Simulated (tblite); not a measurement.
Compound: C7H16Ge.
SMILES with atom numbers: `[CH3:1][CH2:2][C@@H:3]1[CH2:4][CH2:5][C@@H:6]([GeH3:7])[CH2:8]1` (hydrogens: H9, H10, H11 on C1; H12, H13 on C2; H14 on C3; H15, H16 on C4; H17, H18 on C5; H19 on C6; H20, H21, H22 on Ge7; H23, H24 on C8)

Computed with GFN2-xTB (tblite), gas phase: L-BFGS steps from a force-field or distance-geometry start until the largest atomic force falls under 0.01 eV/Å.

Step 2: E = -682.3204 eV
```
atom  x, y, z in Å  |  force x, y, z in eV/Å
C1     -2.9867    0.8464   -0.2858    0.186  -0.207   0.114
C2     -2.0774   -0.2461    0.2894   -0.082   0.188  -0.216
C3     -0.5932    0.1063    0.1504    0.077  -0.173  -0.013
C4     -0.0990    0.1434   -1.3111    0.065  -0.138   0.171
C5      1.3302   -0.4340   -1.3163   -0.157   0.041   0.338
C6      1.6588   -0.8145    0.1431   -0.088   0.207  -0.054
Ge7     2.8024    0.5529    0.9996    0.052   0.036   0.066
C8      0.3076   -0.9204    0.8528    0.024   0.129  -0.167
H9     -4.0245    0.5701   -0.1280   -0.089   0.052  -0.033
H10    -2.7959    1.7912    0.2220   -0.030  -0.029  -0.108
H11    -2.8154    0.9669   -1.3548   -0.007   0.047   0.114
H12    -2.3205   -0.3812    1.3447    0.059   0.012   0.054
H13    -2.2946   -1.1966   -0.2178    0.154   0.173   0.054
H14    -0.4058    1.0902    0.6016   -0.102  -0.096   0.003
H15    -0.1143    1.1665   -1.6927   -0.049  -0.145  -0.035
H16    -0.7362   -0.4816   -1.9410   -0.048   0.133   0.044
H17     2.0394    0.3029   -1.7031    0.028  -0.124  -0.024
H18     1.3708   -1.3219   -1.9404    0.063  -0.037  -0.163
H19     2.1789   -1.7754    0.1819    0.011   0.025  -0.022
H20     2.1119    1.9069    0.9374    0.307  -0.245   0.077
H21     3.0328    0.1649    2.4561    0.038   0.224  -0.309
H22     4.1302    0.6204    0.2571   -0.248   0.120   0.254
H23    -0.0904   -1.9239    0.7243   -0.172  -0.123  -0.016
H24     0.3791   -0.7137    1.9269    0.007  -0.069  -0.126
```

Step 3: E = -682.3442 eV
```
atom  x, y, z in Å  |  force x, y, z in eV/Å
C1     -2.9856    0.8427   -0.2834    0.125  -0.124   0.059
C2     -2.0778   -0.2413    0.2880   -0.006   0.060  -0.123
C3     -0.5958    0.1030    0.1502    0.154  -0.091  -0.014
C4     -0.0978    0.1401   -1.3060    0.013  -0.077   0.081
C5      1.3275   -0.4347   -1.3136   -0.078  -0.001   0.286
C6      1.6595   -0.8097    0.1431   -0.101   0.110  -0.003
Ge7     2.8066    0.5568    1.0045   -0.097  -0.112  -0.095
C8      0.3061   -0.9212    0.8486    0.029   0.071  -0.094
H9     -4.0222    0.5736   -0.1302   -0.201  -0.019   0.007
H10    -2.7976    1.7856    0.2155    0.013   0.154   0.032
H11    -2.8162    0.9685   -1.3464    0.031   0.033  -0.099
H12    -2.3171   -0.3803    1.3409    0.027   0.015   0.156
H13    -2.2886   -1.1886   -0.2151    0.083   0.003  -0.041
H14    -0.4099    1.0845    0.6005   -0.060  -0.004   0.047
H15    -0.1163    1.1577   -1.6932   -0.022  -0.007  -0.030
H16    -0.7361   -0.4746   -1.9379   -0.113  -0.006  -0.022
H17     2.0377    0.2953   -1.7020    0.078  -0.002  -0.057
H18     1.3732   -1.3183   -1.9430    0.030  -0.090  -0.133
H19     2.1777   -1.7723    0.1808    0.026   0.037  -0.009
H20     2.1237    1.8963    0.9401    0.209  -0.066   0.071
H21     3.0337    0.1734    2.4427    0.070   0.157  -0.091
H22     4.1197    0.6246    0.2669   -0.090   0.117   0.165
H23    -0.0957   -1.9250    0.7244   -0.119  -0.103  -0.044
H24     0.3796   -0.7162    1.9208   -0.002  -0.055  -0.048
```

Step 4: E = -682.3524 eV
```
atom  x, y, z in Å  |  force x, y, z in eV/Å
C1     -2.9841    0.8400   -0.2819    0.004   0.014   0.001
C2     -2.0774   -0.2391    0.2867    0.042  -0.036   0.007
C3     -0.5949    0.1009    0.1500    0.085  -0.007   0.005
C4     -0.0975    0.1380   -1.3031   -0.022  -0.030  -0.012
C5      1.3258   -0.4355   -1.3094    0.010  -0.026   0.075
C6      1.6587   -0.8067    0.1435   -0.065  -0.005   0.025
Ge7     2.8065    0.5563    1.0046   -0.127  -0.134  -0.117
C8      0.3057   -0.9214    0.8459    0.000  -0.029  -0.016
H9     -4.0242    0.5747   -0.1309   -0.133  -0.024   0.009
H10    -2.7979    1.7859    0.2135    0.015   0.136   0.047
H11    -2.8160    0.9696   -1.3448    0.033   0.015  -0.111
H12    -2.3153   -0.3797    1.3415    0.031   0.020   0.113
H13    -2.2850   -1.1857   -0.2149    0.052  -0.055  -0.068
H14    -0.4124    1.0822    0.6008   -0.031   0.021   0.055
H15    -0.1174    1.1541   -1.6938   -0.008   0.020  -0.015
H16    -0.7379   -0.4721   -1.9370   -0.107  -0.046  -0.021
H17     2.0381    0.2922   -1.7024    0.047   0.002  -0.033
H18     1.3745   -1.3178   -1.9457    0.010  -0.046  -0.053
H19     2.1775   -1.7701    0.1802    0.022   0.054   0.001
H20     2.1315    1.8914    0.9423    0.150   0.025   0.063
H21     3.0353    0.1791    2.4363    0.079   0.119   0.005
H22     4.1144    0.6281    0.2732   -0.008   0.108   0.109
H23    -0.0994   -1.9266    0.7238   -0.072  -0.047  -0.054
H24     0.3797   -0.7180    1.9177   -0.008  -0.049  -0.015
```

Step 5: E = -682.3577 eV
```
atom  x, y, z in Å  |  force x, y, z in eV/Å
C1     -2.9836    0.8390   -0.2812   -0.069   0.092  -0.034
C2     -2.0763   -0.2386    0.2864    0.034  -0.062   0.075
C3     -0.5930    0.0996    0.1501   -0.004   0.043   0.016
C4     -0.0978    0.1363   -1.3018   -0.030   0.003  -0.070
C5      1.3252   -0.4366   -1.3062    0.042  -0.035  -0.103
C6      1.6571   -0.8053    0.1443   -0.035  -0.088   0.012
Ge7     2.8041    0.5536    1.0026   -0.100  -0.097  -0.073
C8      0.3053   -0.9224    0.8442   -0.032  -0.092   0.033
H9     -4.0274    0.5750   -0.1313   -0.026  -0.008   0.001
H10    -2.7980    1.7883    0.2130    0.002   0.067   0.025
H11    -2.8153    0.9705   -1.3456    0.021   0.000  -0.056
H12    -2.3135   -0.3788    1.3436    0.039   0.018   0.048
H13    -2.2818   -1.1850   -0.2161    0.036  -0.062  -0.058
H14    -0.4146    1.0811    0.6020   -0.005   0.025   0.051
H15    -0.1182    1.1521   -1.6944    0.000   0.017  -0.003
H16    -0.7409   -0.4714   -1.9367   -0.079  -0.053  -0.003
H17     2.0391    0.2901   -1.7030    0.013  -0.011  -0.004
H18     1.3755   -1.3181   -1.9480   -0.001  -0.005   0.013
H19     2.1777   -1.7676    0.1799    0.025   0.039   0.009
H20     2.1392    1.8889    0.9449    0.104   0.079   0.052
H21     3.0377    0.1849    2.4325    0.076   0.091   0.046
H22     4.1111    0.6324    0.2791    0.040   0.092   0.065
H23    -0.1030   -1.9283    0.7223   -0.037  -0.004  -0.057
H24     0.3796   -0.7201    1.9154   -0.013  -0.049   0.011
```

Q: Estimate the geometry and energy of step 6. (The exact step hangs on the optimiser's Hessian estimate; all steps are aligned on step 5, rigid shifts and turns removed.)

A: E = -682.3619 eV, largest force 0.183 eV/Å
```
atom  x, y, z in Å  |  force x, y, z in eV/Å
C1     -2.9841    0.8397   -0.2810   -0.076   0.095  -0.036
C2     -2.0751   -0.2391    0.2873   -0.008  -0.036   0.072
C3     -0.5916    0.0992    0.1505   -0.064   0.056   0.014
C4     -0.0985    0.1347   -1.3020   -0.027   0.016  -0.078
C5      1.3253   -0.4379   -1.3053    0.026  -0.028  -0.179
C6      1.6549   -0.8058    0.1449   -0.021  -0.119  -0.030
Ge7     2.8003    0.5496    0.9997   -0.041  -0.026  -0.003
C8      0.3045   -0.9247    0.8432   -0.055  -0.096   0.042
H9     -4.0306    0.5751   -0.1315    0.061   0.013  -0.009
H10    -2.7980    1.7915    0.2131   -0.014  -0.003  -0.003
H11    -2.8144    0.9713   -1.3473    0.005  -0.010   0.010
H12    -2.3113   -0.3779    1.3464    0.039   0.009  -0.009
H13    -2.2784   -1.1855   -0.2181    0.023  -0.036  -0.025
H14    -0.4164    1.0807    0.6040    0.018   0.018   0.040
H15    -0.1189    1.1509   -1.6949    0.003   0.007   0.000
H16    -0.7450   -0.4718   -1.9365   -0.043  -0.044   0.018
H17     2.0402    0.2882   -1.7037   -0.008  -0.018   0.015
H18     1.3763   -1.3187   -1.9498   -0.007   0.004   0.041
H19     2.1785   -1.7650    0.1799    0.034  -0.007   0.014
H20     2.1475    1.8885    0.9480    0.064   0.107   0.041
H21     3.0412    0.1915    2.4302    0.065   0.066   0.059
H22     4.1091    0.6377    0.2853    0.064   0.071   0.030
H23    -0.1067   -1.9299    0.7199   -0.019   0.011  -0.055
H24     0.3792   -0.7228    1.9139   -0.018  -0.054   0.033
```

The energy changes by -0.0043 eV. The first-order estimate −F·Δx gives -0.0060 eV and the mean of the old and new forces, exact on a quadratic surface, -0.0043 eV. The step makes an angle of 46° with the force vector and moves no atom by more than 0.009 Å.

What follows is the cost of the whole relaxation. The run took 1.3 s on one thread, Arm Neoverse V1 (aarch64), shared host with 32 logical CPUs at a one-minute load of 18.
